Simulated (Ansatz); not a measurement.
```yaml
crystal:
  periodic: [false, false, false]
  atoms:
    - {symbol: Ca, position_ang: [-0.484617, -0.691379, -0.246808]}
    - {symbol: I, position_ang: [-0.416094, -0.089146, 2.634247]}
    - {symbol: I, position_ang: [0.900701, 0.780535, -2.387429]}
basis:
  gaussian: {orbitals: STO-3G}
total_charge: -1
magnetization: {spin_polarized: false, initial_magnetization: 1}
hamiltonian: {xc: {name: BLYP}}
```

```sh
$ ansatz run in.yaml --threads 4 --pin off --events-out ev --progress --plain --max-ram 3916MiB
```

Shortened log:

```
Functional definition: BLYP
733 factors; integrals over basis functions are off by at most 2.9e-4 eV
mean field evaluation 1: about -391195.3958 eV, gradient 1.6e0 eV
mean field evaluation 2: about -391195.3951 eV, gradient 1.6e0 eV
mean field evaluation 4: about -391195.4458 eV, gradient 3.2e-1 eV
mean field evaluation 8: about -391195.4469 eV, gradient 1.3e-4 eV
mean field -391195.44692701 eV, -14376.1675127700 hartree, gradient 7.4e-5 eV, S^2 0.750000; 0 other end points of the search recorded, 0 dependent functions left out
reference -391195.44718991 eV, -14376.1675224315 hartree; 64, 63 occupied and 3, 4 virtual orbitals, 733 factors
Total energy: -391195.44718991 eV, -14376.1675224315 hartree
```

It took 1.1 s on 4 threads of Arm Neoverse V1 on a shared host.

The highest occupied level of an anion often lies above zero with these methods, and sets without diffuse functions describe the outer electron poorly.

With spin_polarized false and unpaired electrons the run is restricted open-shell.
